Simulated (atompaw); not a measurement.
**Logarithmic derivatives: Co, PAW (atompaw)**

atompaw 4.2.0.5 input, output lines left out:

```
Co 27
GGA-PBESOL scalarrelativistic loggrid 1500 logderivrange -7 5 301
4 4 3 0 0 0
4 1 0
3 2 7
0 0 0
c
c
c
v
c
v
v
v
2
1.60 1.55 1.55 0.80
y
-0.1
n
n
y
0.5
n
custom polynom2 7 10 vanderbiltortho sinc
3 0 troulliermartins
1.60
1.60
1.10
1.60
1.60
1.60
```

The phase is arctan(r·u′/u) with u = r·R(r), unwrapped; energies in Ry, scanned from -7 to 5 Ry. A pole is an energy at which the radial function vanishes at the test radius. The pseudo phase is shifted by a multiple of π to meet the all-electron one at the reference energy, and phase errors are pseudo minus all-electron; the curves can meet again beyond the range given. Levels narrower than the energy grid can be missing from the lists of poles.

**Question.** For each channel, where are the poles, and over which energies does the pseudopotential scatter like the atom?

**Answer.**

| channel | radius (bohr) | reference energy (Ry) | poles, all-electron | poles, pseudo | unbroken range about the reference energy with phases within 0.05 rad | phase error 1 Ry above the reference energy (rad) |
| --- | --- | --- | --- | --- | --- | --- |
| s | 1.60 | -0.40 | none | none | the whole range | +0.000 |
| p | 1.60 | -0.09 | -4.36 | -4.37, 2.16 | below 1.2 | -0.018 |
| d | 1.60 | -0.60 | 0.27 | 0.27 | below 4.4 | +0.000 |

Note: ghost state, extra bound levels that the all-electron valence spectrum of the same l lacks: s at -106.6 eV. A true bound ghost makes a file unfit for plane-wave use.

Phases in the s channel:

| E (Ry) | all-electron | pseudo |
| --- | --- | --- |
| -7.00 | 1.505 | 1.460 |
| -6.52 | 1.430 | 1.413 |
| -6.04 | 1.391 | 1.383 |
| -5.56 | 1.363 | 1.359 |
| -5.08 | 1.340 | 1.338 |
| -4.60 | 1.319 | 1.317 |
| -4.12 | 1.297 | 1.296 |
| -3.64 | 1.274 | 1.274 |
| -3.16 | 1.250 | 1.249 |
| -2.68 | 1.221 | 1.221 |
| -2.20 | 1.188 | 1.188 |
| -1.72 | 1.148 | 1.148 |
| -1.24 | 1.098 | 1.098 |
| -0.76 | 1.034 | 1.034 |
| -0.28 | 0.949 | 0.949 |
| 0.20 | 0.831 | 0.831 |
| 0.68 | 0.662 | 0.662 |
| 1.16 | 0.418 | 0.418 |
| 1.64 | 0.084 | 0.084 |
| 2.12 | -0.295 | -0.296 |
| 2.60 | -0.629 | -0.630 |
| 3.08 | -0.874 | -0.875 |
| 3.56 | -1.042 | -1.044 |
| 4.04 | -1.160 | -1.162 |
| 4.52 | -1.245 | -1.248 |
| 5.00 | -1.309 | -1.312 |
